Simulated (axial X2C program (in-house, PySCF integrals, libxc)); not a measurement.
# What spin–orbit coupling does to SeS⁻

Computed with an in-house relativistic program for diatomic molecules. Spin-free means the one-electron spin-free X2C Hamiltonian; two-component (2c) means X2C with spin–orbit coupling and atomic mean-field two-electron Coulomb and Gaunt terms, so the difference of the two also holds small scalar two-electron terms. Basis: Se dyall-acv3z [9s10p7d5f1g], S dyall-av3z [9s8p3d2f] (cores contracted in-house); Gaussian nuclei, density fitting, unrestricted open shells. Masses: Se 79.917 u, S 31.972 u.

Spin-free state: M_S = 1/2, Λ = 1 (beyond evenly filled blocks: π+α, π+β, π-α); fragments Se + S-.

```
level  Re (Å)  ωe (cm⁻¹)  De (eV)  μ (D)
 PBE0   2.143      465.3    3.658  -2.25
 PW91   2.175      430.1    3.941  -2.26
```

Dipoles are positive if S is the positive end and refer to the centre of mass.

Question: Within this multiplet, which Ω should lie lowest by the rule for regular and inverted multiplets?

Answer: The open π shell holds three electrons, one hole, so the multiplet is inverted: Ω = Λ + 1/2 = 3/2. The PBE0 2c search agrees.

Two-component determinant lowest at the distance of the search:

Ω = 3/2 (⟨Sz⟩ = 0.50, ⟨Lz⟩ = 1.00 at PBE0); fragments Se + S-.

```json
{"level": "PBE0", "Re (Å)": "2.144", "ωe (cm⁻¹)": "464.3", "De (eV)": "3.674", "μ (D)": "-2.35"}
{"level": "PW91", "Re (Å)": "2.176", "ωe (cm⁻¹)": "429.0", "De (eV)": "3.955", "μ (D)": "-2.35"}
```

Question: From the two tables, how do the constants change at the PBE0 level (2c against spin-free)?

Answer: At the PBE0 level Re rises by 0.001 Å and ωe decreases by 1.0 cm⁻¹; De is not compared, since the atomic limits differ or miss part of their spin–orbit lowering.

The state is one determinant whose occupation by symmetry is held fixed; it was picked as the lowest of a PBE0 search that is not exhaustive. De is counted from the lowest determinant-based energies of the atoms at the same level, without counterpoise correction. Density functionals use the spin component along the axis (collinear). The 2c atoms are single determinants rather than J levels; their spin–orbit lowering is only partly caught, and De is too large by that part. This holds for PBE0, PW91. The functionals have no current-density term, which raises determinants with orbital currents, atoms included. The highest occupied level of some functionals is positive through self-interaction error; at Hartree–Fock it is bound.
